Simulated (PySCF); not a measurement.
A species of formula C9H12 has this rotational fingerprint, computed with PBE0-D3(BJ)/def2-SVP geometry optimisation, gas phase (PySCF):

* Rotational constants: A = 4415, B = 893.9, C = 849.8 MHz
* Dipole components: |μa| = 0.17 D, |μb| = 0.07 D, |μc| = 0.00 D
* Inertial defect: -85.14 u·Å²
* κ: -0.98

Question: Which structure is it? (One computed conformer of each.)
A. `CC#C[C@]12CC[C@H](C1)C2`
B. 1,2,3-trimethylbenzene, `Cc1cccc(C)c1C`
C. `[CH2:1]=[CH:2][CH2:3][C:4]1=[CH:5][CH2:6][CH:7]=[CH:8][CH2:9]1` with C1–C2–C3–C4 118°, C2–C3–C4–C5 112°

Answer: A. It is CC#C[C@]12CC[C@H](C1)C2, a near-prolate asymmetric top. The candidates at the same level (rigid rotor, commonest isotopes):

```csv
SMILES,A (MHz),B (MHz),C (MHz),μa (D),μb (D),μc (D),Δ (u·Å²),point group,rotor
Cc1cccc(C)c1C,2217,1735,991.4,0.05,0.80,0.02,-9.46,near Cs,asymmetric top
C=CCC1=CCC=CC1,3687,963.1,822.0,0.07,0.13,0.03,-46.98,C1,near-prolate asymmetric top
CC#C[C@]12CC[C@H](C1)C2,4415,893.9,849.8,0.17,0.07,0.00,-85.14,–,near-prolate asymmetric top
```

`Cc1cccc(C)c1C` has B 94 % too high; `C=CCC1=CCC=CC1` has A 16 % too low. No structure here is proved a minimum.
